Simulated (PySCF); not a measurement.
# Vertical excitation energies

Species: C₄H₄O₂S.
Atom-mapped SMILES: `[O:1]=[S:2]1(=[O:3])[CH:4]=[CH:5][CH:6]=[CH:7]1` (hydrogens: H8 on C4; H9 on C5; H10 on C6; H11 on C7)

Structure used (GFN2-xTB), in Å, numbered top down from 1:
```
atom  x, y, z in Å
O1     2.0570    0.2617    1.2246
S2     1.3258   -0.1173    0.0488
O3     2.0701   -0.6259   -1.0683
C4     0.2088    1.2013   -0.4662
C5    -1.0357    0.7781   -0.3079
C6    -1.1767   -0.5815    0.2171
C7    -0.0418   -1.2161    0.4668
H8     0.5652    2.1432   -0.8276
H9    -1.9202    1.3532   -0.5334
H10   -2.1628   -0.9910    0.3713
H11    0.1156   -2.2030    0.8488
```

Method used: PySCF 2.14.0, density-fitted response routines, TDDFT CAM-B3LYP/def2-SVPD, vertical, gas phase, core orbitals frozen in the response.

| state | E (eV) | E (hartree) | f | symmetry | main configurations (H = HOMO, L = LUMO) |
| --- | --- | --- | --- | --- | --- |
| S1 | 4.43 | 0.1627 | 0.028 | B1 or B2 | H→L (98%) |
| S2 | 4.93 | 0.1812 | 0.0000 | – | H-1→L (98%) |
| S3 | 5.77 | 0.2119 | 0.062 | A1 | H-2→L (96%) |
| S4 | 6.41 | 0.2357 | 0.0050 | B1 or B2 | H-3→L (95%) |
| S5 | 6.66 | 0.2446 | 0.026 | B1 or B2 | H-4→L (98%) |
| S6 | 7.36 | 0.2704 | 0.0000 | – | H→L+1 (82%) |
| S7 | 7.58 | 0.2784 | 0.0048 | A1 | H-5→L (67%), H→L+5 (32%) |
| S8 | 7.62 | 0.2801 | 0.0000 | – | H→L+4 (50%), H→L+2 (27%), H→L+1 (13%) |

Triplets (Tamm–Dancoff): T1 2.75 eV, H→L (93%); T2 4.64 eV, H-1→L (98%); T3 4.68 eV, H-2→L (60%), H-5→L (20%), H→L+5 (16%).

The lowest singlet lies at 4.43 eV (280 nm, ultraviolet) and is weak; its leading configuration is HOMO→LUMO (98%). The most intense listed level is S3 at 5.77 eV (215 nm, f = 0.062), 1.34 eV above S1. Löwdin shares by element: HOMO carbon 80% (atoms not listed hold the other 20%); LUMO carbon 76% (atoms not listed hold the other 24%). Orbital energies (eV): HOMO-3 -11.23, HOMO-2 -10.33, HOMO-1 -10.18, HOMO -9.21, LUMO -1.48, LUMO+1 1.21, LUMO+2 1.50. The listed states span 3.19 eV, and the widest gap between neighbours is 0.84 eV (S2 to S3). Of the 8 states listed, 3 reach f = 0.01 and 3 stay under 0.0005. No computed singlet lies in the visible range (380 to 750 nm); the lowest, at 280 nm, stands 1.17 eV above its violet end (3.26 eV); a Tamm–Dancoff triplet lies at 451 nm, without intensity as long as spin–orbit coupling is left out. Symmetry labels in C2v follow from the direction of the transition dipole and are given only for states with f of 0.002 or more; B1 and B2 swap with the choice of axes. The window holds the lowest 8 singlets.
